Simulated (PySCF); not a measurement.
# How methods differ on the excitation energy of Ga

Ga [Ar] 3d10 4s2 4p1 (2P) → Ga [Ar] 3d10 4s1 4p1 4d1 (high-spin determinant), as a difference of total energies. All numbers are calculated (PySCF 2.14, the spin-free X2C one-electron Hamiltonian (Gaussian nucleus), in aug-cc-pVTZ-DK). Correlated levels: valence: [Ar] 3d10 frozen. The calculations carry no spin-orbit coupling.

| method | excitation energy (eV) |
| --- | --- |
| UHF | 8.912 |
| MP2 (valence) | 9.651 |
| SCS-MP2 (valence) | 9.890 |
| CCSD (valence) | 9.811 |
| CCSD(T) (valence) | 9.785 |

Q: How much does correlation contribute at CCSD(T) (valence)?

A: 9.785 − (8.912) = 0.873 eV, measured against UHF.

The upper state lies above the first ionisation limit, but in LS coupling its spin forbids autoionisation to the ground ion.

The promoted electron is Rydberg-like, and one or two diffuse shells describe it only roughly, which tends to raise the upper state.

The coupled-cluster amplitudes are large for the upper state (T1 above 0.03 or a double amplitude above 0.15), so a single reference is strained.

The determinant of the upper state mixes LS terms, which raises its energy above the lowest term, most at the Hartree-Fock and MP2 levels.
